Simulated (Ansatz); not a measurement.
AlSO5H12²⁺, that is [Al(H2S)(H2O)5]3+ with one electron more. Total charge 2; doublet. Geometry PBE-D4/def2-SVP, that of the charge +3 singlet; atoms count from 1.

```csv
atom,x (Å),y (Å),z (Å)
Al1,0.003,-0.062,-0.004
S2,1.553,1.877,0.044
H3,1.146,2.779,-0.905
H4,1.239,2.655,1.128
O5,-1.077,-1.683,-0.052
H6,-1.442,-2.125,-0.856
H7,-1.350,-2.232,0.721
O8,-1.630,0.985,0.160
H9,-2.546,0.616,0.187
H10,-1.725,1.964,0.230
O11,1.617,-1.151,-0.170
H12,1.653,-2.135,-0.242
H13,2.552,-0.833,-0.199
O14,0.097,-0.252,1.934
H15,-0.508,0.151,2.601
H16,0.813,-0.703,2.442
O17,-0.124,0.013,-1.948
H18,0.525,-0.362,-2.590
H19,-0.796,0.500,-2.481
```

Estimate the Mulliken populations from the PBE0/def2-TZVP orbitals of Ansatz.


```json
{"atom": "Al1", "charge (e)": "0.49", "spin (α − β)": "0.21"}
{"atom": "S2", "charge (e)": "-0.09", "spin (α − β)": "0.01"}
{"atom": "H3", "charge (e)": "0.22", "spin (α − β)": "0.04"}
{"atom": "H4", "charge (e)": "0.22", "spin (α − β)": "0.04"}
{"atom": "O5", "charge (e)": "-0.43", "spin (α − β)": "-0.07"}
{"atom": "H6", "charge (e)": "0.33", "spin (α − β)": "0.10"}
{"atom": "H7", "charge (e)": "0.33", "spin (α − β)": "0.10"}
{"atom": "O8", "charge (e)": "-0.42", "spin (α − β)": "-0.06"}
{"atom": "H9", "charge (e)": "0.33", "spin (α − β)": "0.11"}
{"atom": "H10", "charge (e)": "0.32", "spin (α − β)": "0.10"}
{"atom": "O11", "charge (e)": "-0.44", "spin (α − β)": "-0.05"}
{"atom": "H12", "charge (e)": "0.32", "spin (α − β)": "0.11"}
{"atom": "H13", "charge (e)": "0.34", "spin (α − β)": "0.09"}
{"atom": "O14", "charge (e)": "-0.43", "spin (α − β)": "-0.05"}
{"atom": "H15", "charge (e)": "0.33", "spin (α − β)": "0.10"}
{"atom": "H16", "charge (e)": "0.33", "spin (α − β)": "0.10"}
{"atom": "O17", "charge (e)": "-0.43", "spin (α − β)": "-0.05"}
{"atom": "H18", "charge (e)": "0.33", "spin (α − β)": "0.10"}
{"atom": "H19", "charge (e)": "0.33", "spin (α − β)": "0.10"}
```
Mulliken values depend strongly on the basis.

Where does the spin sit?

Summed by element: Al 0.21, S 0.01, H 1.07, O -0.29, of 1 unpaired in all. Largest on single atoms: Al1 0.21, H12 0.11, H9 0.11.

And the Mayer bond orders between heavy atoms (over 0.3)?

Al1–S2 0.62 (2.48 Å); Al1–O5 0.55 (1.95 Å); Al1–O8 0.56 (1.95 Å); Al1–O11 0.56 (1.95 Å); Al1–O14 0.57 (1.95 Å); Al1–O17 0.57 (1.95 Å).
